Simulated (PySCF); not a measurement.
Coordinates in bohr (charge 1 multiplicity 1):
```
In    0.0000    0.0000    0.0000
I     0.0000    0.0000    4.8031
I     0.0000    0.0000   -4.8031
```

All numbers come from PySCF, PBE0, basis In def2-TZVP with ECP28, I def2-TZVP with ECP28 (scalar-relativistic core potentials, no spin–orbit coupling, density fitting).

This geometry of [InI2]+ is a stationary point at this level.

Question: What is the point group?

Answer: D∞h.

Question: Is it a minimum?

Answer: Yes: all harmonic wavenumbers are real, though the softest, 57 cm⁻¹, leaves little margin.

Question: List the harmonic modes with their infrared intensities.

Answer: 
```
symmetry  ω (cm⁻¹)  IR (km/mol, summed over degenerate members)
      πu        57                                          4.7
     σg+       165                                          0.0
     σu+       304                                         27.5
```

Question: Give the ideal-gas entropy at 298.15 K and 1 bar by parts.

Answer: translation 182.6, rotation 85.0, vibration 54.4, spin 0.0; total 321.9 J/(mol K).

In D∞h the vibrations span πu + σg+ + σu+. The σg+ mode carries no infrared intensity, as symmetry demands. With a centre of inversion only u modes can be infrared active and only g modes Raman active.

Other isomers or separated fragments may lie lower.
